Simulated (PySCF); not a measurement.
Ligands exchanged one at a time, Al Br-OH. Isolated molecules, 0 K electronic values unless said otherwise. One relaxed conformer stands for each flexible species; it need not be the lowest. Strings in code marks are SMILES.

The LUMO from two functionals at the same geometries (PBE0-D4/def2-TZVP), both in PySCF: PBE-D3(BJ)/def2-TZVP and PBE0-D4/def2-TZVP. 

```csv
species,PBE-D3(BJ)/def2-TZVP (eV)
0 of 3 Br replaced by OH,-2.37
1 of 3 Br replaced by OH (`[OH][Al]([Br])[Br]`),-1.92
"2 of 3 Br replaced by OH (`[OH][Al]([OH])[Br]` (H–O–Al–Br torsion 0°, Br–Al–O–H torsion -180°))",-1.63
3 of 3 Br replaced by OH (`[OH][Al]([OH])[OH]`),-1.29
```

Problem. What does PBE0-D4/def2-TZVP give for each?

Solution. 
- 0 of 3 Br replaced by OH: -1.55
- 1 of 3 Br replaced by OH (`[OH][Al]([Br])[Br]`): -1.08
- 2 of 3 Br replaced by OH (`[OH][Al]([OH])[Br]` (H–O–Al–Br torsion 0°, Br–Al–O–H torsion -180°)): -0.78
- 3 of 3 Br replaced by OH (`[OH][Al]([OH])[OH]`): -0.43
Over these rows, drawn at random from the members with no instability flagged (it was tested for open shells, ions and some series alone), PBE minus PBE0-D4: mean -0.84 eV, from -0.86 eV to -0.81 eV.
